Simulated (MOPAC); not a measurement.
MOPAC input (PM3):

```
PM3 FORCE THERMO(298,298) PRECISE LET GEO-OK AUX(PRECISION=9) THREADS=1
Cl2Se

Se   -0.00492823 1   -0.00061218 1    0.69938009 1
Cl    1.09004157 1    1.24842050 1   -0.68739139 1
Cl   -1.08023091 1   -1.24720181 1   -0.70486905 1
```

Output:

```
 *******************************************************************************
 **                                                                           **
 **                              MOPAC v23.2.5                                **
 **                                                                           **
 *******************************************************************************
 ** MOPAC's Digital Object Identifier: https://doi.org/10.5281/zenodo.6511958 **
 **                                                                           **
 ** Please cite the open-source release paper for use of this MOPAC version:  **
 ** J. E. Moussa and J. J. P. Stewart (2026)                                  **
 ** MOPAC: An open-source semiempirical molecular orbital program             **
 ** J. Open Source Softw., 11(119), 8025, https://doi.org/10.21105/joss.08025 **
 *******************************************************************************

                              PM3 CALCULATION RESULTS

 *******************************************************************************
 *  PM3        - The PM3 Hamiltonian to be used
 *  GEO-OK     - OVERRIDE INTERATOMIC DISTANCE AND OTHER SAFETY CHECKS
 *  LET        - OVERRIDE SOME SAFETY CHECKS
 *  PRECISE    - TIGHTER CRITERIA TO BE USED
 *  FORCE      - FORCE CALCULATION SPECIFIED
 *  AUX        - OUTPUT AUXILIARY INFORMATION
 *  THERMO     - THERMODYNAMIC QUANTITIES TO BE CALCULATED
 *******************************************************************************
PM3 FORCE THERMO(298,298) PRECISE LET GEO-OK AUX(PRECISION=9) THREADS=1
 Cl2Se

   ATOM   CHEMICAL          X               Y               Z
  NUMBER   SYMBOL      (ANGSTROMS)     (ANGSTROMS)     (ANGSTROMS)

     1      Se         -0.00492823  *  -0.00061218  *   0.69938009  *
     2      Cl          1.09004157  *   1.24842050  *  -0.68739139  *
     3      Cl         -1.08023091  *  -1.24720181  *  -0.70486905  *

          CARTESIAN COORDINATES

    NO.       ATOM           X           Y           Z

     1        Se         -0.0049     -0.0006      0.6994
     2        Cl          1.0900      1.2484     -0.6874
     3        Cl         -1.0802     -1.2472     -0.7049

 Cl: (PM3): J. J. P. STEWART, J. COMP. CHEM. 10, 209 (1989).
 Se: (PM3): J. J. P. STEWART, J. COMP. CHEM. 12, 320-341 (1991).

           Empirical Formula: Se Cl2  =     3 atoms

      MOLECULAR POINT GROUP   :   C2v

      RHF CALCULATION, NO. OF DOUBLY OCCUPIED LEVELS = 10

          HEAT OF FORMATION =     -38.022312 KCALS/MOLE

          CARTESIAN COORDINATE DERIVATIVES

   NUMBER  ATOM         X            Y            Z

     1      Se     -0.003014    -0.003624     0.000000
     2      Cl      0.005355    -0.001454     0.000000
     3      Cl     -0.002341     0.005078     0.000000

 DIPOLE           X         Y         Z       TOTAL
 POINT-CHG.    -0.425    -0.503     0.000     0.658
 HYBRID         0.132     0.156    -0.000     0.205
 SUM           -0.293    -0.347     0.000     0.454

          GRADIENT NORM =   0.00918

          MOLECULAR WEIGHT =  149.87

          ROTATIONAL CONSTANTS IN CM(-1)

          A =    0.23169758   B =    0.08693907   C =    0.06321800

           PRINCIPAL MOMENTS OF INERTIA IN UNITS OF 10**(-40)*GRAM-CM**2

          A =      120.8159   B =      321.9813   C =      442.7972

          ORIENTATION OF MOLECULE IN FORCE CALCULATION

    NO.       ATOM         X         Y         Z

     1         Se      -0.4258   -0.5046    0.0000
     2         Cl       1.7380   -0.5046    0.0000
     3         Cl      -0.7896    1.6284   -0.0000

    FIRST DERIVATIVES WILL BE USED IN THE CALCULATION OF SECOND DERIVATIVES

    FOR POINT-GROUP C2v  THERE ARE   4 UNIQUE SYMMETRY FUNCTIONS.


(To convert to Hartree/Bohr^2, multiply by (10^(-21) x N x a0^2)/(4.184 x 627.51) =  0.0642)

           FORCE MATRIX IN MILLIDYNES/ANGSTROM

                 Se  1      Cl  2      Cl  3
 ------------------------------------------
    Se    1   3.556920
    Cl    2   2.414016   2.488164
    Cl    3   2.414126   0.191733   2.488164

          HEAT OF FORMATION =     -38.022312 KCALS/MOLE

          ZERO POINT ENERGY       1.362 KCAL/MOL

           NORMAL COORDINATE ANALYSIS (Total motion = 1 Angstrom)

   Root No.       1         2         3

                 1 A1      2 A1      1 B2

                 127.3     411.1     414.7

           1   -0.1256   -0.1433   -0.1952
           2   -0.1488   -0.1698    0.1648
           3    0.0000    0.0000   -0.0000
           4   -0.1195    0.3889    0.3723
           5    0.3845   -0.0044   -0.0000
           6   -0.0000    0.0000    0.0000
           7    0.3991   -0.0697    0.0626
           8   -0.0532    0.3826   -0.3670
           9    0.0000   -0.0000    0.0000

           MASS-WEIGHTED COORDINATE ANALYSIS (NORMAL COORDINATES)

   Root No.       1         2         3

                 1 A1      2 A1      1 B2

                 127.3     411.1     414.7

           1   -0.2931   -0.3330   -0.4483
           2   -0.3473   -0.3946    0.3783
           3    0.0000    0.0000   -0.0000
           4   -0.1869    0.6055    0.5727
           5    0.6015   -0.0069   -0.0000
           6   -0.0000    0.0000    0.0000
           7    0.6244   -0.1086    0.0963
           8   -0.0832    0.5957   -0.5645
           9    0.0000   -0.0000    0.0000

          DESCRIPTION OF VIBRATIONS

 VIBRATION          1    1A1         ATOM PAIR     ENERGY CONTRIBUTION    RADIAL
 FREQUENCY           127.32         Se1 -- Cl2         +50.0% ( 79.4%)      1.2%
 TRANSITION DIPOLE   0.5276         Se1 -- Cl3         +50.0% ( 79.4%)      1.2%
 TRAVEL (Ang.)       0.1909
 REDUCED MASS       14.5285
 EFFECTIVE MASS     47.9631
 FORCE CONSTANT      0.1388

 VIBRATION          2    2A1         ATOM PAIR     ENERGY CONTRIBUTION    RADIAL
 FREQUENCY           411.07         Se1 -- Cl2         +50.0% ( 72.4%)     85.4%
 TRANSITION DIPOLE   0.3798         Se1 -- Cl3         +50.0% ( 72.4%)     85.4%
 TRAVEL (Ang.)       0.1041
 REDUCED MASS       15.1467
 EFFECTIVE MASS     45.4167
 FORCE CONSTANT      1.5080

 VIBRATION          3    1B2         ATOM PAIR     ENERGY CONTRIBUTION    RADIAL
 FREQUENCY           414.67         Se1 -- Cl3         +50.0% ( 75.6%)     87.9%
 TRANSITION DIPOLE   1.0744         Se1 -- Cl2         +50.0% ( 75.6%)     87.9%
 TRAVEL (Ang.)       0.0979
 REDUCED MASS       16.9733
 EFFECTIVE MASS     48.4809
 FORCE CONSTANT      1.7195

      SYMMETRY NUMBER FOR POINT-GROUP C2v =  2

          SYSTEM IS A GROUND STATE

 Cl2Se

          MOLECULE IS NOT LINEAR

          THERE ARE  3 GENUINE VIBRATIONS IN THIS SYSTEM
          THIS THERMODYNAMICS CALCULATION IS LIMITED TO
          MOLECULES WHICH HAVE NO INTERNAL ROTATIONS

                    CALCULATED THERMODYNAMIC PROPERTIES
                                          *
   TEMP. (K)   PARTITION FUNCTION   H.O.F.    ENTHALPY  HEAT CAPACITY ENTROPY
                                   KCAL/MOL   CAL/MOLE    CAL/K/MOL  CAL/K/MOL

 298.00  VIB.     0.2919D+01                   801.0757     4.8095     4.8168
         ROT.     0.7403D+05                   888.2803     2.9808    25.2617
         INT.     0.2161D+06                  1689.3560     7.7903    30.0785
         TRA.     0.1774D+28                  1480.4672     4.9680    40.9217
         TOT.                      -38.022    3169.8232    12.7583    71.0002

   *: NOTE: HEATS OF FORMATION ARE RELATIVE TO THE
            ELEMENTS IN THEIR STANDARD STATE AT 298K
              (=  Standard Enthalpy of Formation).

            Hvib:  Zero-point energy is not included.
                   frequencies of less than zero cm-1 are not included.
            Hrot = (3/2)RT
            Htra = (3/2)RT + pV = (5/2)RT

            Heat capacity is Cp, not Cv

          For more information, see: HTTP://OpenMOPAC.net/Manual/thermochemistry.html

           FORCE CONSTANT IN CARTESIAN COORDINATES (Millidynes/A)

    ATOM   CHEMICAL       X               Y               Z
   NUMBER   SYMBOL  FORCE CONSTANT  FORCE CONSTANT  FORCE CONSTANT

      1      Se        2.544136        2.459911        0.000234
      2      Cl        2.484168        0.123733        0.000244
      3      Cl        0.207816        2.400085        0.000244

 **********************
 *                    *
 * JOB ENDED NORMALLY *
 *                    *
 **********************

 == MOPAC DONE ==
```
